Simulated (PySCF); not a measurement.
Geometry (Å), atoms numbered from 1 in this order:
```xyz
19

C    -2.064    1.626    0.676
C    -1.478    0.497    0.335
C    -1.966   -0.809   -0.232
C    -0.505   -1.281   -0.327
C    -0.040    0.050    0.321
C     0.895    0.877   -0.520
N     2.132    0.748   -0.678
C     2.904   -0.267   -0.028
H    -1.500    2.461    1.058
H    -3.130    1.759    0.591
H    -2.581   -1.388    0.457
H    -2.494   -0.726   -1.181
H    -0.268   -2.174    0.248
H    -0.146   -1.411   -1.347
H     0.384   -0.079    1.321
H     0.429    1.681   -1.081
H     2.327   -0.997    0.549
H     3.474   -0.789   -0.797
H     3.620    0.230    0.630
```

[PySCF 2.14.0 with density-fitted response routines: GIAO PBE0/pcSseg-1 shieldings; GFN2-xTB geometry; single conformer; in vacuum; non-relativistic Hamiltonian; fast rotation and ring inversion assumed for equivalent nuclei]

Question: List the cross peaks expected in HSQC, COSY and HMBC spectra.

Answer: 

HSQC (one-bond C–H):
```tsv
δH	δC
7.88 (H16)	172.7 (C6)
5.41 (H9)	115.5 (C1)
5.33 (H10)	115.5 (C1)
3.84 (H15)	42.4 (C5)
3.52 (H17/H18/H19)	42.9 (C8)
2.84 (H11)	30.1 (C3)
2.81 (H12)	30.1 (C3)
2.38 (H13)	23.6 (C4)
1.77 (H14)	23.6 (C4)
```

COSY cross peaks (H two or three bonds apart, from the bond graph; peaks can be absent where the dihedral angle is near 90°):
```tsv
δH	δH
7.88 (H16)	3.84 (H15)
5.41 (H9)	5.33 (H10)
3.84 (H15)	2.38 (H13)
3.84 (H15)	1.77 (H14)
2.84 (H11)	2.81 (H12)
2.84 (H11)	2.38 (H13)
2.84 (H11)	1.77 (H14)
2.81 (H12)	2.38 (H13)
2.81 (H12)	1.77 (H14)
2.38 (H13)	1.77 (H14)
```

HMBC (two and three bonds, from the bond graph):
```tsv
δH	δC
7.88 (H16)	160.1 (C2), 42.9 (C8), 42.4 (C5), 23.6 (C4)
5.41 (H9)	160.1 (C2), 42.4 (C5), 30.1 (C3)
5.33 (H10)	160.1 (C2), 42.4 (C5), 30.1 (C3)
3.84 (H15)	172.7 (C6), 160.1 (C2), 115.5 (C1), 30.1 (C3), 23.6 (C4)
3.52 (H17/H18/H19)	172.7 (C6)
2.84 (H11)	160.1 (C2), 115.5 (C1), 42.4 (C5), 23.6 (C4)
2.81 (H12)	160.1 (C2), 115.5 (C1), 42.4 (C5), 23.6 (C4)
2.38 (H13)	172.7 (C6), 160.1 (C2), 42.4 (C5), 30.1 (C3)
1.77 (H14)	172.7 (C6), 160.1 (C2), 42.4 (C5), 30.1 (C3)
```

Shifts are taken against calculated references (same method and geometry level): ¹H (σref 31.72), ¹³C (σref 186.93) vs TMS.

Short H···H contacts in this conformer between protons four or more bonds apart (candidates for NOE cross peaks, intensity ∝ r⁻⁶): H15···H17 2.28 Å.

Shifts are as computed. Against solution values, carbons near 30 ppm lie about +3 ppm off and those near 130 ppm about +5 ppm. Of 1211 compounds with measured shifts, 218 miss one by over three times the rms of a fit or turn the order of signals round; such compounds aren't used in these exercises.
